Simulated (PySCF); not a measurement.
Molecule: SMILES BO[SiH2]C(=C)C, C3H9BOSi.

Geometry (Å), atoms numbered from 1 in this order:
```xyz
15

B     2.8894    0.9327   -0.1921
O     1.7769    0.4759    0.3294
Si    0.6478   -0.6234    0.6874
C    -0.9561   -0.0755   -0.1476
C    -1.0309    0.9797   -0.9496
C    -2.1654   -0.9097    0.1542
H     3.1463    2.0752   -0.0575
H     3.6174    0.2140   -0.7825
H     0.5741   -0.5681    2.1500
H     1.0185   -1.9722    0.2331
H    -0.1662    1.5843   -1.1695
H    -1.9554    1.2845   -1.4192
H    -3.0469   -0.5360   -0.3628
H    -1.9934   -1.9421   -0.1451
H    -2.3604   -0.9111    1.2255
```

Frames of a GFN2-xTB Langevin trajectory at 400 K; GIAO PBE0/pcSseg-1 shieldings in PySCF, gas phase, non-relativistic; equivalent atoms averaged within each frame.

δ = σ(ref) − σ, references computed at the same level: 11B (σ = 100.07 ppm) vs BF3·OEt2; 17O (σ = 336.08 ppm) against H2O; 29Si (σ = 349.16 ppm) and 13C (σ = 186.93 ppm) and 1H (σ = 31.72 ppm) vs TMS. The references are static minima.

How do the shifts (ppm) fluctuate along the trajectory?

Results:


```csv
time (fs),B1,O2,Si3,C4,C5,C6,H12,H11,H7/H8,H9/H10
250,48.7,190.7,-47.0,154.6,142.0,20.0,6.77,6.37,5.96,5.85
425,52.7,185.7,-32.1,158.2,139.4,24.9,7.45,6.19,5.65,5.48
625,45.2,208.2,-30.8,150.6,147.7,21.0,6.61,6.47,6.33,4.95
800,49.8,212.8,-31.4,147.1,142.9,19.8,6.49,6.94,4.95,5.35
1000,54.9,199.0,-42.0,143.6,131.7,14.3,5.77,6.27,6.43,5.10
mean of frames,50.3,199.3,-36.6,150.8,140.7,20.0,6.62,6.45,5.86,5.34
standard deviation,3.7,11.4,7.4,5.8,5.9,3.8,0.60,0.30,0.60,0.35
```

5 frames give an uncertainty of the mean of about the standard deviation over 2.2 at best, since frames this close in time may not be independent; classical motion lacks zero-point vibration, and the reference would need the same averaging.
